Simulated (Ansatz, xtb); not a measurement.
Relative energy of two structures of CH4BrSi2

Structure I: a doublet given by its coordinates. Structure II: a doublet given by its coordinates. Both are isolated molecules in the gas phase, relaxed with PBE0-D3(BJ)/def2-SVP.

I (Å):

```xyz
8

C    -1.1849    1.5804   -0.6434
Br    3.4335   -0.7263    0.0673
Si    0.3812    0.6857   -0.1187
Si    2.2176    0.4249   -1.4984
H    -2.0546    0.9061   -0.5783
H    -1.1065    1.9520   -1.6755
H    -1.3820    2.4359    0.0235
H     0.2638    0.1828    1.2888
```

Close contacts (Å): C1–Si3 1.88, Br2–Si4 2.29, Si3–Si4 2.31, C1–H5 1.10, C1–H6 1.10, C1–H7 1.10, Si3–H8 1.50.

II (Å):

```
atom    x (Å)    y (Å)    z (Å)
   C  -0.9467   1.8120  -0.8279
  Br   1.9422   2.0202   0.7307
  Si   0.4348   0.6929  -0.2446
  Si   0.5524  -1.5682  -0.4773
   H  -1.3886   2.3529   0.0241
   H  -1.7286   1.2174  -1.3238
   H  -0.5602   2.5637  -1.5346
   H   1.9029  -1.5062   0.2420
```

Close contacts (Å): C1–Si3 1.87, Br2–Si3 2.23, Si3–Si4 2.28, C1–H5 1.10, C1–H6 1.10, C1–H7 1.10, Si4–H8 1.53.

Quicker runs give these differences E(II) − E(I): GFN2-xTB +11.62 kcal/mol; HF/STO-3G +3.06 kcal/mol (at GFN2-xTB geometries); r2SCAN-D4/def2-SVP −1.19 kcal/mol (at GFN2-xTB geometries).

Estimate E(II) − E(I) at the level CCSD(T)/def2-SVP + ΔMP2/def2-TZVPP.

Too close to call at this level: CCSD(T)/def2-SVP + ΔMP2/def2-TZVPP gives E(II) − E(I) = +0.51 kcal/mol.

How the difference moves with the method:

```json
{"level": "GFN2-xTB", "geometry": "GFN2-xTB", "E(II) − E(I) (kcal/mol)": "+11.62", "departure from the last row (kcal/mol)": "+11.12", "job, with rough time for the two": "optimisation, 0.34 s"}
{"level": "HF/STO-3G", "geometry": "GFN2-xTB", "E(II) − E(I) (kcal/mol)": "+3.06", "departure from the last row (kcal/mol)": "+2.55", "job, with rough time for the two": "single point, 1.8 s"}
{"level": "r2SCAN-D4/def2-SVP", "geometry": "GFN2-xTB", "E(II) − E(I) (kcal/mol)": "−1.19", "departure from the last row (kcal/mol)": "−1.70", "job, with rough time for the two": "single point, 5.7 s"}
{"level": "PBE0-D3(BJ)/def2-SVP", "geometry": "PBE0-D3(BJ)/def2-SVP", "E(II) − E(I) (kcal/mol)": "+1.09", "departure from the last row (kcal/mol)": "+0.58", "job, with rough time for the two": "optimisation, 72 s"}
{"level": "HF/def2-SVP", "geometry": "PBE0-D3(BJ)/def2-SVP", "E(II) − E(I) (kcal/mol)": "+2.56", "departure from the last row (kcal/mol)": "+2.05", "job, with rough time for the two": "part of the CCSD(T) run"}
{"level": "MP2/def2-SVP", "geometry": "PBE0-D3(BJ)/def2-SVP", "E(II) − E(I) (kcal/mol)": "+0.93", "departure from the last row (kcal/mol)": "+0.42", "job, with rough time for the two": "part of the CCSD(T) run"}
{"level": "CCSD(T)/def2-SVP", "geometry": "PBE0-D3(BJ)/def2-SVP", "E(II) − E(I) (kcal/mol)": "+1.30", "departure from the last row (kcal/mol)": "+0.79", "job, with rough time for the two": "single point"}
{"level": "CCSD(T)/def2-SVP + ΔMP2/def2-TZVPP", "geometry": "PBE0-D3(BJ)/def2-SVP", "E(II) − E(I) (kcal/mol)": "+0.51", "departure from the last row (kcal/mol)": "", "job, with rough time for the two": "single point, 75 s"}
```

The largest departure from CCSD(T)/def2-SVP + ΔMP2/def2-TZVPP is that of GFN2-xTB, 11.12 kcal/mol. The last row adds to CCSD(T) the change of the MP2 difference between the two basis sets, here −0.79 kcal/mol.

With harmonic frequencies from PBE0-D3(BJ)/def2-SVP (ideal gas, rigid rotor, one conformer each, 298.15 K, 1 atm): the zero-point term adds −0.29 kcal/mol; ΔH is +0.22 and ΔG +0.26 kcal/mol.

Open shells are spin-unrestricted. The correlated steps freeze 20 core orbitals; the filled d shell of Br is correlated, in a basis made for valence electrons. Codes used: Ansatz 0.2.0, xtb 6.7.1; the last row on 2 threads of Intel(R) Xeon(R) Platinum 8375C CPU @ 2.90GHz (Ice Lake) on a shared host.
